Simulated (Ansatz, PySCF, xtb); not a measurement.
Process, species as SMILES: COC(F)(F)F [trifluoro(methoxy)methane] + 5 [H][H] (H2) → 2 C (CH4) + 3 F (HF) + O (H2O)
Each molecule is optimised on its own at B3LYP-D3(BJ)/def2-TZVP (Ansatz, a quantum-chemistry and plane-wave program), one conformer each, not searched for the lowest.
Geometry of the first species:
SMILES: COC(F)(F)F
```xyz
9

C     -1.9058     0.0004    -0.4509
O     -0.6899     0.7482    -0.2696
C      0.3885     0.0410     0.0861
F      0.7182    -0.9042    -0.8235
F      1.4187     0.8737     0.2115
F      0.2250    -0.6079     1.2616
H     -2.1942    -0.4891     0.4788
H     -1.7860    -0.7343    -1.2466
H     -2.6538     0.7348    -0.7323
```
Charge 0, spin multiplicity 1.

Quantity: energy of full hydrogenation (enthalpy at 298 K, with B3LYP-D3(BJ) rigid-rotor harmonic-oscillator terms from PySCF), in kcal/mol. Correlated levels leave the core frozen unless marked. No spin-orbit coupling. Non-relativistic unless marked X2C. Basis-set limits of correlation are two-point, X^-3; Hartree-Fock from the larger set. The bracket is a focal-point correction in the basis named.

```
level                                                     program  energy of full hydrogenation (kcal/mol)  minus last row
-------------------------------------------------  --------------  ---------------------------------------  --------------
GFN2-xTB                                                      xtb                                    -36.3            40.9
HF/6-31G                                                   Ansatz                                    -82.6            -5.4
HF/aug-cc-pVDZ                                             Ansatz                                    -86.0            -8.8
revPBE-D4/def2-TZVPD                               Ansatz + dftd4                                    -66.9            10.3
PBE0/6-31G*                                                Ansatz                                    -28.1            49.1
PBE0/def2-SVP                                              Ansatz                                    -47.7            29.5
PBE0-D4/def2-TZVPD                                 Ansatz + dftd4                                    -72.2             5.0
PBE0/def2-QZVPP                                            Ansatz                                    -76.4             0.8
BHLYP-D4/def2-TZVPD                                Ansatz + dftd4                                    -71.8             5.4
TPSSh-D3(BJ)/def2-TZVPD                             PySCF + dftd3                                    -57.3            19.9
r2SCAN0/def2-TZVPD                                         Ansatz                                    -68.4             8.8
CAM-B3LYP-D4/def2-TZVPD                            Ansatz + dftd4                                    -68.5             8.7
B2PLYP-D4/def2-TZVPD                               Ansatz + dftd4                                    -71.2             6.0
SCS-MP2/STO-3G                                             Ansatz                                     29.6           106.8
CCSD/6-31G                                                 Ansatz                                    -60.2            17.0
CCSD/6-31G*                                                Ansatz                                    -30.0            47.2
CCSD/aug-cc-pVDZ                                           Ansatz                                    -86.3            -9.1
CCSD/cc-pVDZ                                               Ansatz                                    -63.5            13.7
CCSD(T)/cc-pVDZ                                            Ansatz                                    -59.3            17.9
X2C-CCSD(T)/cc-pVTZ-DK                                     Ansatz                                    -69.8             7.4
RI-MP2/CBS(cc-pVTZ,cc-pVQZ)+[CCSD(T)-MP2]/cc-pVTZ          Ansatz                                    -77.2             0.0
```
